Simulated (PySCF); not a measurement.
RuOI₂: from structure and modes to constants

These are results of PySCF, PBE, basis Ru def2-SVP with ECP28, O def2-SVP, I def2-SVP with ECP28 (scalar-relativistic core potentials, no spin–orbit coupling, density fitting), not measurements.

The singlet minimum has C2v symmetry. Masses (u): Ru 101.90435, O 15.99492, I 126.90447.

```xyz
4
charge 0 multiplicity 1, angstrom
Ru    0.0000    0.0000    0.9089
O     0.0000    0.0000    2.5342
I     2.0896    0.0000   -0.5285
I    -2.0896    0.0000   -0.5285
```

Harmonic wavenumbers (cm⁻¹): 61.5 (a1, ×1), 126.7 (b1, ×1), 159.2 (b2, ×1), 211.7 (a1, ×1), 273.7 (b2, ×1), 1037.4 (a1, ×1).

**Question.** Find the principal moments of inertia and the rotational constants. What kind of rotor is it?

**Answer.** About the centre of mass I = 257.8, 1108.2, 1366 u Å². With B = 16.8576/I this gives 0.06539, 0.01521, 0.01234 cm⁻¹. The molecule is an asymmetric top with κ = -0.89.

**Question.** Find the vibrational entropy and heat capacity at 298.15 K.

**Answer.** With u = 1.43878 ω/T, each mode gives S = R[u/(eᵘ−1) − ln(1−e⁻ᵘ)] and C = R u² eᵘ/(eᵘ−1)².
| ω (cm⁻¹) | u | S (J/(mol K)) | C (J/(mol K)) |
| --- | --- | --- | --- |
| 61.5 | 0.297 | 18.44 | 8.25 |
| 126.7 | 0.611 | 12.54 | 8.06 |
| 159.2 | 0.768 | 10.71 | 7.92 |
| 211.7 | 1.021 | 8.49 | 7.63 |
| 273.7 | 1.321 | 6.58 | 7.20 |
| 1037.4 | 5.006 | 0.34 | 1.41 |
The sums over all modes are S = 57.1 and C = 40.5 J/(mol K); the softest mode gives 32 % of the entropy.

**Question.** Give the standard entropy (298.15 K, 1 bar) by its translational, rotational, vibrational and spin parts, and Cp.

**Answer.** Sackur–Tetrode with M = 371.71 u gives 182.7; rotation with symmetry number 2 gives 125.0; vibration 57.1; spin R ln 1 = 0.0. The total is 364.8 J/(mol K), and Cp = 4 R + 40.5 = 73.7 J/(mol K).

Stability towards spin polarisation was not tested. This need not be the most stable arrangement of these atoms.
